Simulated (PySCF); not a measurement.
Below is a simulated gas-phase C 1s photoelectron spectrum of `[H][Si](C)(C)N=C=O` (SiHMe2(NCO)).

Every computed line was given a Gaussian of 1.0 eV full width at half maximum and an area set by the number of equivalent atoms; the highest printed point is 100. Computed with PySCF 2.14.0, delta-SCF UKS SCAN, pcX-2 on the ionised atom, pcseg-1 elsewhere, spin-free X2C.

binding energy (eV), intensity and a bar:
```
    289.0          0 
    289.2          2 #
    289.4          7 ##
    289.6         18 #####
    289.8         38 ###########
    290.0         66 ####################
    290.2         91 ###########################
    290.4        100 ##############################
    290.6         88 ###########################
    290.8         63 ###################
    291.0         36 ###########
    291.2         16 #####
    291.4          6 ##
    291.6          2 #
    291.8          0 
    292.0          0 
    292.2          0 
    292.4          0 
    292.6          0 
    292.8          0 
    293.0          0 
    293.2          0 
    293.4          1 
    293.6          3 #
    293.8          8 ###
    294.0         18 #####
    294.2         32 ##########
    294.4         45 #############
    294.6         50 ###############
    294.8         45 #############
    295.0         32 ##########
    295.2         19 ######
    295.4          9 ###
    295.6          3 #
    295.8          1 
    296.0          0
```

Problem. Count the maxima, the lines and the sites behind this envelope.

Solution. The curve has 2 maxima (at 290.4 and 294.6 eV). Under it lie 2 lines from 2 inequivalent carbon sites.

Problem. Decompose the envelope and assign each component. Bonds: Si1–C3, Si1–C7, Si1–N11, N11–C12, C12–O13. Hydrogens: H2 on Si1; H4, H5, H6 on C3; H8, H9, H10 on C7.

Solution. 
```csv
position (eV),relative area,line,atoms,environment
290.39,2,C 1s,C3/C7,carbon bonded to Si and 3 H
294.60,1,C 1s,C12,carbon bonded to N and O
```

Problem. What are the centre and the root-mean-square width of the whole band?

Solution. The area-weighted mean of the lines is 291.79 eV. Their own spread about it is 1.99 eV (rms) and each Gaussian has σ = 1.0/2.355 = 0.42 eV; the variances add, which gives 2.03 eV.

The listed C 1s values span 4.21 eV, from C3/C7 (bonded to 3 H and Si) to C12 (bonded to O and N).

Shake-up satellites, vibrational structure and lifetime widths aren't simulated. Atoms equivalent by their bonding share one computed value, that of the first of them. Isolated species at its PBE0-D3(BJ)/def2-SVP geometry, gas phase.

The run took 39 s on one thread of an Arm Neoverse V2, shared host with 192 logical CPUs at a one-minute load of 118, and the process peaked at 0.50 GiB of memory.
